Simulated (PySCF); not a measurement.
# Structure from 2D NMR

Compound of formula C$_{6}$H$_{8}$OSi. Correlations simulated from computed shifts and the bond graph:

HSQC (one-bond C–H):
```tsv
δH	δC
6.09	127.1
5.13	99.2
5.09	99.2
4.95	95.5
4.86	95.5
```

COSY cross peaks (H two or three bonds apart, from the bond graph; peaks can be absent where the dihedral angle is near 90°):
```tsv
δH	δH
5.13	5.09
4.95	4.86
```

HMBC (two and three bonds, from the bond graph; two-bond peaks within aromatic rings are usually weak or absent):
```tsv
δH	δC
6.09	171.2, 156.2, 149.0, 95.5
5.13	171.2, 156.2, 149.0
5.09	171.2, 156.2, 149.0
5.08	171.2
4.95	156.2, 149.0, 127.1
4.86	156.2, 149.0, 127.1
```

Carbons without hydrogens: δ 171.2, 156.2, 149.0.

[PySCF: coordinates at the GFN2-xTB level; GIAO PBE0/pcSseg-1 shieldings; relativity neglected; averaged over atoms made equivalent by symmetry, fast rotation or ring inversion; single conformer; no solvent model]

Scale: 1H (31.72 ppm) and 13C (186.93 ppm) vs TMS (reference shieldings calculated alike).

Exchangeable hydrogens are left out of these lists.

Assemble the structure.

Results:

`C=C1C=C(O[SiH3])C1=C`.

Atom-mapped SMILES (the numbers label the heavy atoms): `[CH2:1]=[C:2]1[CH:3]=[C:4]([O:5][SiH3:6])[C:7]1=[CH2:8]`. Each H is labelled by its parent atom. Ha(C8) is cis to C2; Ha(C1) is cis to C3; Hb(C8) is trans to C2; Hb(C1) is trans to C3.

- δC 171.2 is C4, an alkene carbon bearing oxygen.
- δC 156.2 is C7, a fully substituted alkene carbon.
- δC 149.0 is C2, a fully substituted alkene carbon.
- δC 127.1 is C3, a β carbon of an enol-ether or enamine type C=C (δH 6.09).
- δC 99.2 is C8, a terminal =CH2 carbon (δH 5.13, 5.09).
- δC 95.5 is C1, a terminal =CH2 carbon (δH 4.86, 4.95).
- HMBC from δH 6.09 reaches the proton-free carbons C4, C7, C2.
- HMBC from δH 5.13 reaches the proton-free carbons C4, C7, C2.
- HMBC from δH 5.09 reaches the proton-free carbons C4, C7, C2.
- HMBC from δH 5.08 reaches the proton-free carbon C4.
- COSY links 5.13–5.09, 4.95–4.86.

This is the structure that produced the data.

Shifts are as computed. Against solution values, carbons near 30 ppm lie about +3 ppm off and those near 130 ppm about +5 ppm (rms about the fit 2.1 ppm; single classes can miss by 10 ppm). Of 1328 compounds with measured shifts, 309 miss one by over three times the rms of a fit or turn the order of signals round; such compounds aren't used in these exercises. Signals without a measured value on file couldn't be tested in this way; 1H shifts scatter by 0.2 ppm about their fit, and single ones miss by 0.5 ppm.
